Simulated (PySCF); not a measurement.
C3H5O, multiplicity 2. Atoms are numbered in the order given.

```xyz
9

C      0.8623    -1.1360     0.0000
C     -0.1231    -0.0818     0.0000
C      0.3661     1.3492     0.0000
O     -1.3201    -0.3513     0.0000
H      1.9362    -0.9321     0.0000
H      0.5109    -2.1703     0.0000
H      0.9889     1.5489     0.8862
H     -0.4963     2.0271     0.0000
H      0.9889     1.5489    -0.8862
```
Charge 0, spin multiplicity 2.

Geometry: PBE0-D3(BJ)/def2-SVP. The isomer is the one that the SMILES or the coordinates give; other isomers of the formula were not compared.

Calculation: PySCF with B3LYP/def2-TZVPD.

Mulliken values depend strongly on the basis, most of all with diffuse functions as here. ESP charges are fitted to the potential on shells at 1.4 to 2.0 van der Waals radii. Atomic charges (e):

```tsv
atom	meta-Löwdin	Mulliken	ESP fit	Mulliken spin
C1	-0.21	-0.70	-0.51	0.86
C2	0.35	0.74	0.80	-0.09
C3	-0.37	-0.87	-0.60	-0.02
O4	-0.42	-0.49	-0.55	0.28
H5	0.13	0.26	0.19	-0.01
H6	0.14	0.28	0.20	-0.01
H7	0.13	0.27	0.15	0.00
H8	0.13	0.24	0.16	0.00
H9	0.13	0.27	0.15	0.00
```
